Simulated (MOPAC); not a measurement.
MOPAC input (PM7):

```
PM7 FORCE THERMO(298,298) PRECISE LET GEO-OK AUX(PRECISION=9) THREADS=1
ClOY

Y    -0.05476116 1    0.37935699 1   -0.27856887 1
O     0.23041667 1    1.70550395 1   -1.26133415 1
Cl   -0.49324890 1   -1.65912796 1    1.23208978 1
```

From the output:

```
    Cl    3   1.803463   0.042816   1.802744

          HEAT OF FORMATION =    -111.890332 KCALS/MOLE

          ZERO POINT ENERGY       1.990 KCAL/MOL

           NORMAL COORDINATE ANALYSIS (Total motion = 1 Angstrom)

   Root No.       1         2         3         4

                 1 Pi      1 Pi      1 Sig     2 Sig

                  91.3      91.3     338.4     871.2

           1   -0.0000    0.0000   -0.1895   -0.1562
           2   -0.1867    0.0032    0.0000    0.0000
           3   -0.0032   -0.1867   -0.0000   -0.0000
           4    0.0000   -0.0000   -0.2309    0.8238
           5    0.6286   -0.0108    0.0000   -0.0000
           6    0.0108    0.6286   -0.0000    0.0000
           7    0.0000   -0.0000    0.5795    0.0200
           8    0.1845   -0.0032   -0.0000   -0.0000
           9    0.0032    0.1845    0.0000    0.0000

           MASS-WEIGHTED COORDINATE ANALYSIS (NORMAL COORDINATES)

   Root No.       1         2         3         4

                 1 Pi      1 Pi      1 Sig     2 Sig

                  91.3      91.3     338.4     871.2

           1   -0.0000    0.0000   -0.4474   -0.4079
           2   -0.5399    0.0092    0.0000    0.0000
           3   -0.0092   -0.5399   -0.0000   -0.0000
           4    0.0000   -0.0000   -0.2313    0.9124
           5    0.7711   -0.0132    0.0000   -0.0000
           6    0.0132    0.7711   -0.0000    0.0000
           7    0.0000   -0.0000    0.8639    0.0330
           8    0.3370   -0.0058   -0.0000   -0.0000
           9    0.0058    0.3370    0.0000    0.0000

          DESCRIPTION OF VIBRATIONS

 VIBRATION          2    1Pi         ATOM PAIR     ENERGY CONTRIBUTION    RADIAL
 FREQUENCY            91.29         Y 1 -- O 2         +82.7% ( 88.7%)      0.0%
 TRANSITION DIPOLE   4.5797         Y 1 -- Cl3         +17.3% ( 40.5%)      0.0%
 TRAVEL (Ang.)       0.2324
 REDUCED MASS       13.6778
 EFFECTIVE MASS     33.6860
 FORCE CONSTANT      0.0672

 VIBRATION          3    1Sig        ATOM PAIR     ENERGY CONTRIBUTION    RADIAL
 FREQUENCY           338.40         Y 1 -- Cl3         +94.5% (109.1%)    100.0%
 TRANSITION DIPOLE   2.8463         Y 1 -- O 2          +5.5% ( 26.4%)    100.0%
 TRAVEL (Ang.)       0.0924
 REDUCED MASS       23.3560
 EFFECTIVE MASS     50.1010
 FORCE CONSTANT      1.5758

 VIBRATION          4    2Sig        ATOM PAIR     ENERGY CONTRIBUTION    RADIAL
 FREQUENCY           871.20         Y 1 -- O 2         +96.6% ( 99.9%)    100.0%
 TRANSITION DIPOLE   5.6734         Y 1 -- Cl3          +3.4% ( 18.6%)    100.0%
 TRAVEL (Ang.)       0.0756
 REDUCED MASS       13.5505
 EFFECTIVE MASS     24.2280
 FORCE CONSTANT      6.0595

      SYMMETRY NUMBER FOR POINT-GROUP C*v =  1

          SYSTEM IS A GROUND STATE

 ClOY

          MOLECULE IS LINEAR

          THERE ARE  4 GENUINE VIBRATIONS IN THIS SYSTEM
          THIS THERMODYNAMICS CALCULATION IS LIMITED TO
          MOLECULES WHICH HAVE NO INTERNAL ROTATIONS

                    CALCULATED THERMODYNAMIC PROPERTIES
                                          *
   TEMP. (K)   PARTITION FUNCTION   H.O.F.    ENTHALPY  HEAT CAPACITY ENTROPY
                                   KCAL/MOL   CAL/MOLE    CAL/K/MOL  CAL/K/MOL

 298.00  VIB.     0.9928D+01                  1214.8057     6.0491     8.6378
         ROT.     0.3075D+04                   592.1869     1.9872    17.9468
         INT.     0.3053D+05                  1806.9926     8.0363    26.5846
         TRA.     0.1608D+28                  1480.4672     4.9680    40.7264
         TOT.                     -111.890    3287.4597    13.0043    67.3110

   *: NOTE: HEATS OF FORMATION ARE RELATIVE TO THE
            ELEMENTS IN THEIR STANDARD STATE AT 298K
              (=  Standard Enthalpy of Formation).

            Hvib:  Zero-point energy is not included.
                   frequencies of less than zero cm-1 are not included.
            Hrot = (3/2)RT
            Htra = (3/2)RT + pV = (5/2)RT

            Heat capacity is Cp, not Cv

          For more information, see: HTTP://OpenMOPAC.net/Manual/thermochemistry.html

           FORCE CONSTANT IN CARTESIAN COORDINATES (Millidynes/A)

    ATOM   CHEMICAL       X               Y               Z
   NUMBER   SYMBOL  FORCE CONSTANT  FORCE CONSTANT  FORCE CONSTANT

      1       Y        7.815829        0.127208        0.127208
      2       O        6.014125        0.046823        0.046823
      3      Cl        1.802436        0.019837        0.019837

 **********************
 *                    *
 * JOB ENDED NORMALLY *
 *                    *
 **********************

 == MOPAC DONE ==
```
